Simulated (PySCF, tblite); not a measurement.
Isomers of C8H15P, one GFN2-xTB conformer each. Single-point energies are computed at PBE0/pcSseg-1 (PySCF, gas phase, no added dispersion term), electronic only.

| SMILES | GFN2-xTB relative energy (kJ/mol) |
| --- | --- |
| CC(C)(C)C1=CPCC1 | 0.0 |
| CP(C1CCC1)C1CC1 | 83.4 |
| CC(C)PC1=CCCC1 | 20.4 |
| C=[P@@]1(CCC)C=C1CC | 353.5 |

Conformers: `[CH3:1][C:2]([CH3:3])([CH3:4])[C:5]1=[CH:6][PH:7][CH2:8][CH2:9]1` with C5–C6–P7–C8 -13°, C6–P7–C8–C9 23°, P7–C8–C9–C5 -28°, C2–C5–C9–C8 -161°; `[CH3:1][P:2]([CH:3]1[CH2:4][CH2:5][CH2:6]1)[CH:7]1[CH2:8][CH2:9]1` with C1–P2–C3–C4 79°, C1–P2–C7–C8 -94°, P2–C3–C4–C5 129°, C3–C4–C5–C6 -11°, C4–C5–C6–C3 11°, P2–C7–C8–C9 -108°; `[CH3:1][CH:2]([CH3:3])[PH:4][C:5]1=[CH:6][CH2:7][CH2:8][CH2:9]1` with C1–C2–P4–C5 162°, C2–P4–C5–C6 101°, C5–C6–C7–C8 11°, C6–C7–C8–C9 -18°, C7–C8–C9–C5 19°, P4–C5–C9–C8 169°; `[CH2:1]=[P@@:2]1([CH2:3][CH2:4][CH3:5])[CH:6]=[C:7]1[CH2:8][CH3:9]` with C1–P2–C3–C4 -147°, P2–C3–C4–C5 66°, C6–C7–C8–C9 118°.

**Question.** What does PBE0/pcSseg-1 give for the same structures?

**Answer.** 
| SMILES | PBE0/pcSseg-1 E (Eh) | PBE0/pcSseg-1 (kJ/mol) | GFN2-xTB (kJ/mol) | point group |
| --- | --- | --- | --- | --- |
| CC(C)(C)C1=CPCC1 | -654.65231 | 0.0 | 0.0 | C1 |
| CC(C)PC1=CCCC1 | -654.64664 | 14.9 | 20.4 | C1 |
| CP(C1CCC1)C1CC1 | -654.61139 | 107.5 | 83.4 | C1 |
| C=[P@@]1(CCC)C=C1CC | -654.53650 | 304.1 | 353.5 | C1 |

Both levels put the same isomer lowest; measured from each level's own lowest isomer, the values differ by up to 49.4 kJ/mol (C=[P@@]1(CCC)C=C1CC: 353.5 against 304.1). As drawn, the lowest has a quaternary carbon, which the highest lacks; the highest has a three-membered ring, which the lowest lacks.

**Question.** Which frontier levels, dipoles and rotational constants go with these structures?

**Answer.** 
```tsv
SMILES	HOMO (eV, PBE0/pcSseg-1)	LUMO (eV)	dipole (D)	A, B, C (MHz)
CC(C)(C)C1=CPCC1	-6.51	0.10	2.01	2579, 870.0, 774.8
CC(C)PC1=CCCC1	-6.49	0.09	1.52	2707, 753.6, 722.6
CP(C1CCC1)C1CC1	-6.58	1.07	1.24	2361, 919.4, 715.2
C=[P@@]1(CCC)C=C1CC	-5.17	-0.23	3.35	1527, 1117, 840.8
```

**Question.** What happens when harmonic zero-point energies from GFN2-xTB frequencies are added?

**Answer.** 
```
             SMILES  ZPE (kJ/mol)  electronic (kJ/mol)  with ZPE (kJ/mol)
   CC(C)(C)C1=CPCC1         544.7                  0.0                0.0
     CC(C)PC1=CCCC1         544.1                 14.9               14.3
    CP(C1CCC1)C1CC1         546.1                107.5              108.9
C=[P@@]1(CCC)C=C1CC         532.7                304.1              292.1
```

The zero-point energies span 13.4 kJ/mol. The order is unchanged.
